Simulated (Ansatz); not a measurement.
CH5AlSi, SMILES `C[Si][AlH2]` (singlet; the order of the spin states depends on the level) (charge 0, multiplicity 1). This singlet lies 0.08 eV below the relaxed triplet at the level frozen-core CCSD(T)/cc-pVTZ // B3LYP-D3(BJ)/def2-TZVP (Ansatz, a first-principles code); other levels give the other order.

These are frozen-core CCSD(T)/cc-pVDZ // B3LYP-D3(BJ)/def2-TZVP in Ansatz values and carry that method's errors.

Ansatz 0.2 input:
```yaml
crystal:
  periodic: [false, false, false]
  atoms:
    - { symbol: C, position_ang: [-1.527935, 0.010682, 0.073148] }
    - { symbol: Si, position_ang: [-0.301235, -0.55273, -1.293039] }
    - { symbol: Al, position_ang: [1.869393, -0.066372, -0.141163] }
    - { symbol: H, position_ang: [-1.314011, -0.393117, 1.065917] }
    - { symbol: H, position_ang: [-2.560114, -0.223563, -0.188772] }
    - { symbol: H, position_ang: [-1.44434, 1.102046, 0.164144] }
    - { symbol: H, position_ang: [2.656093, -1.202625, 0.653888] }
    - { symbol: H, position_ang: [2.622147, 1.325682, -0.334123] }
basis:
  gaussian: { orbitals: cc-pVDZ }
correlation:
  method: ccsd_t
```

Output:

```
Functional definition: HF
711 factors; integrals over basis functions are off by at most 1.0e-3 eV
mean field evaluation 1: about -15550.8821 eV, gradient 2.2e1 eV
mean field evaluation 2: about -15550.9289 eV, gradient 2.2e1 eV
mean field evaluation 4: about -15552.6566 eV, gradient 2.5e0 eV
mean field evaluation 8: about -15552.6948 eV, gradient 9.3e-2 eV
mean field evaluation 16: about -15552.6373 eV, gradient 3.4e-1 eV
mean field evaluation 32: about -15548.9476 eV, gradient 9.1e-4 eV
mean field -15552.69487798 eV, -571.5509947705 hartree, gradient 4.9e-6 eV, S^2 0.000000; 0 other end points of the search recorded, 0 dependent functions left out; unrestricted orbitals would lower it
11 core orbitals not correlated
reference -15552.69487798 eV, -571.5509947705 hartree; 8, 8 occupied and 56, 56 virtual orbitals, 711 factors
second order -7.93100908 eV of doubles, -0.00000000 eV of singles
cycle   1  -8.94413232 eV  change    -1.0e0 eV  update   8.9e-2
cycle   2  -9.36312361 eV  change   -4.2e-1 eV  update   3.4e-2
cycle   3  -9.40552809 eV  change   -4.2e-2 eV  update   1.3e-2
cycle   4  -9.40247821 eV  change    3.0e-3 eV  update   5.8e-3
cycle   5  -9.40213917 eV  change    3.4e-4 eV  update   2.3e-3
cycle   6  -9.40197566 eV  change    1.6e-4 eV  update   9.8e-4
cycle   7  -9.40194210 eV  change    3.4e-5 eV  update   3.9e-4
cycle   8  -9.40207780 eV  change   -1.4e-4 eV  update   1.6e-4
cycle   9  -9.40209639 eV  change   -1.9e-5 eV  update   6.8e-5
cycle  10  -9.40207613 eV  change    2.0e-5 eV  update   2.5e-5
cycle  11  -9.40208113 eV  change   -5.0e-6 eV  update   1.1e-5
perturbative correction -0.27087562 eV, -0.0099544954 hartree
Total energy: -15562.36783473 eV, -571.9064693745 hartree
```
